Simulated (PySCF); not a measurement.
Species: C5H6S2.
SMILES: `CSc1cccs1`

A linear-response calculation (PySCF, def2-SVPD basis, gas phase, vertical, core orbitals frozen in the response) gave these numbers; the functional is withheld.

Orbital energies (eV): HOMO-3 -10.66, HOMO-2 -9.62, HOMO-1 -8.58, HOMO -7.08, LUMO 0.56, LUMO+1 0.93, LUMO+2 1.21.

```json
{"state": "S1", "E (eV)": "4.88", "f": "0.198", "main configurations (H = HOMO, L = LUMO)": "H→L (92%)"}
{"state": "S2", "E (eV)": "4.89", "f": "0.012", "main configurations (H = HOMO, L = LUMO)": "H→L+1 (64%), H→L+3 (10%)"}
{"state": "S3", "E (eV)": "5.49", "f": "0.0004", "main configurations (H = HOMO, L = LUMO)": "H→L+2 (66%), H→L+3 (11%), H→L+8 (8%)"}
{"state": "S4", "E (eV)": "5.64", "f": "0.0096", "main configurations (H = HOMO, L = LUMO)": "H→L+3 (67%), H→L+1 (16%), H→L+2 (11%)"}
{"state": "S5", "E (eV)": "5.84", "f": "0.033", "main configurations (H = HOMO, L = LUMO)": "H-1→L (67%), H→L+5 (15%), H→L+9 (13%)"}
{"state": "S6", "E (eV)": "6.13", "f": "0.0020", "main configurations (H = HOMO, L = LUMO)": "H→L+4 (82%)"}
```

Triplets (Tamm–Dancoff): T1 3.31 eV, H→L (88%); T2 4.57 eV, H→L+1 (60%), H→L+3 (11%); T3 4.68 eV, H-1→L (80%); T4 5.27 eV, H→L+2 (62%), H→L+8 (10%), H→L+10 (10%).

Vertical ionisation energy by ΔSCF with the same functional: 7.76 eV. Mean static polarisability: 97.3 au.

Task: Name the functional.
A. PBE
B. CAM-B3LYP
C. HF
D. PBE0

Result: B. CAM-B3LYP is range-separated, 19% exact exchange at short range and 65% at long range (ω = 0.33 bohr⁻¹). In this run −ε(HOMO) = 7.08 eV differs from the ΔSCF value by -0.68 eV, and S1 differs from the orbital gap of 7.64 eV by -2.76 eV. The ratio −ε(HOMO)/IP is 0.91. Small neutral molecules mostly give 0.85 to 0.93 with CAM-B3LYP, 0.5 to 0.7 with PBE, 0.7 to 0.83 with PBE0; Hartree–Fock can't fall below 1, since the ion's relaxation only lowers the ΔSCF value.

Theory: TDDFT CAM-B3LYP/def2-SVPD, vertical, gas phase, core orbitals frozen in the response in PySCF 2.14.0, density-fitted response routines. Isolated species at its PBE0-D3(BJ)/def2-SVP geometry (one conformer only).

Conformer computed: `[CH3:1][S:2][c:3]1[cH:4][cH:5][cH:6][s:7]1`: C1–S2–C3–C4 180°.
